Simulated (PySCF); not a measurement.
# Bond lengths and vibrations by method: H3O3Si anion

Calculated results; nothing here was measured. The program is PySCF 2.14.0, an open-source quantum chemistry code, run on an isolated molecule that a program drew, which may never have been made. The molecule is H3O3Si anion (charge -1, singlet), drawn as the SMILES string `[O-][SiH](O)O`.

The geometry was optimised and harmonic frequencies were computed with HF and MP2, all in the aug-cc-pV(D+d)Z basis, for the commonest isotopes, with a restricted reference for singlets and an unrestricted one otherwise, and a frozen core in MP2. Each result is a local minimum of its method.

Geometry at the HF minimum:
```xyz
7
H3O3Si anion, angstrom
O    -0.8173    0.3292   -1.9571
Si   -1.2942    1.2808   -0.8317
O    -0.4449    1.0912    0.6211
O    -2.9239    1.0777   -0.4181
H    -1.2075    2.7587   -1.0578
H     0.1365    0.3542    0.5339
H    -3.2623    0.3355   -0.8908
```

Lengths of the bonds as drawn, in Å (atoms numbered as above):
| bond | HF | MP2 |
|---|---|---|
| O1-Si2 | 1.549 | 1.590 |
| Si2-O3 | 1.694 | 1.730 |
| Si2-O4 | 1.694 | 1.730 |
| Si2-H5 | 1.498 | 1.500 |
| O3-H6 | 0.943 | 0.967 |
| O4-H7 | 0.943 | 0.967 |

Rotational constants, in GHz:
| constant | HF | MP2 |
|---|---|---|
| A | 7.343 | 6.954 |
| B | 6.855 | 6.643 |
| C | 4.064 | 3.877 |

Harmonic frequencies in cm^-1, each column in rising order, so a row needn't be the same motion in every method:
```
rank    HF   MP2
   1   170   133
   2   277   245
   3   317   305
   4   363   331
   5   433   385
   6   768   698
   7   819   748
   8   880   808
   9   941   874
  10   972   922
  11  1014   943
  12  1172  1070
  13  2177     ?
  14  4187  3840
  15  4188  3841
```

**Estimate the missing MP2 frequency from the HF column.**

A single factor s that minimises the squared misfit of MP2 against s times HF over the other rows is sum(HF x MP2) / sum(HF^2) = 0.9179, with an rms misfit of 13 cm^-1. For rank 13 it gives 0.9179 x 2177 = 1998 cm^-1. The calculation gives 2150 cm^-1, 152 cm^-1 above the estimate. The drawn bonds are on average 2.0 % longer in MP2 than in HF.
